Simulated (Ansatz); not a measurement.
`FC1=CC(F)(F)C(F)(F)C1(F)F`, 13 atoms. The species carries charge 0 and has multiplicity 1. Hardware: A = 4 threads of an AMD EPYC 7R13 on a shared host; B = 4 threads of an AMD EPYC 7R13 on a shared host and a share of an NVIDIA H100 80 GB. Correlated methods freeze the cores.

Task: How many basis functions does each run have, and how long does it take in Ansatz? RKS PBE0-D4/def2-TZVP frequencies [B]; RHF-MP2/def2-QZVPP energy [B]; RKS ωB97M-V/def2-TZVPP energy and forces [B]; RKS ωB97X-V/def2-TZVPP energy [B]; RKS B2PLYP (frozen core)/def2-TZVPP energy [B]; RKS PBE0-D4/def2-SVP energy [A]; RKS PBE0-D4/def2-QZVPP energy [B]; RKS ωB97M-V/def2-SVP energy [A]; RHF-CCSD(T)/def2-TZVPP energy [B]; RKS ωB97M-V/def2-QZVPP energy [B]; direct RPA on PBE orbitals/def2-TZVPP energy [B]; RKS r2SCAN-D4/def2-TZVPP energy and forces [B]. (Estimate.)

Result: Computed: Other jobs shared the machine, so times are rough.

| level | job | functions | wall time | peak host memory (GiB) |
| --- | --- | --- | --- | --- |
| RKS PBE0-D4/def2-SVP | energy [A] | 173 | 4.2 s | 0.72 |
| RKS PBE0-D4/def2-QZVPP | energy [B] | 714 | 6.5 s | 1.3 |
| RHF-MP2/def2-QZVPP | energy [B] | 714 | 8 s | 1.4 |
| RKS B2PLYP (frozen core)/def2-TZVPP | energy [B] | 386 | 8 s | 1.9 |
| direct RPA on PBE orbitals/def2-TZVPP | energy [B] | 386 | 8.5 s | 1.9 |
| RKS ωB97M-V/def2-QZVPP | energy [B] | 714 | 9.5 s | 1.4 |
| RKS ωB97X-V/def2-TZVPP | energy [B] | 386 | 10 s | 0.97 |
| RKS r2SCAN-D4/def2-TZVPP | energy and forces [B] | 386 | 11 s | 0.92 |
| RKS ωB97M-V/def2-SVP | energy [A] | 173 | 11 s | 0.89 |
| RKS ωB97M-V/def2-TZVPP | energy and forces [B] | 386 | 13 s | 1.1 |
| RHF-CCSD(T)/def2-TZVPP | energy [B] | 386 | 27 s | 0.89 |
| RKS PBE0-D4/def2-TZVP | frequencies [B] | 378 | 3 min | 1.1 |
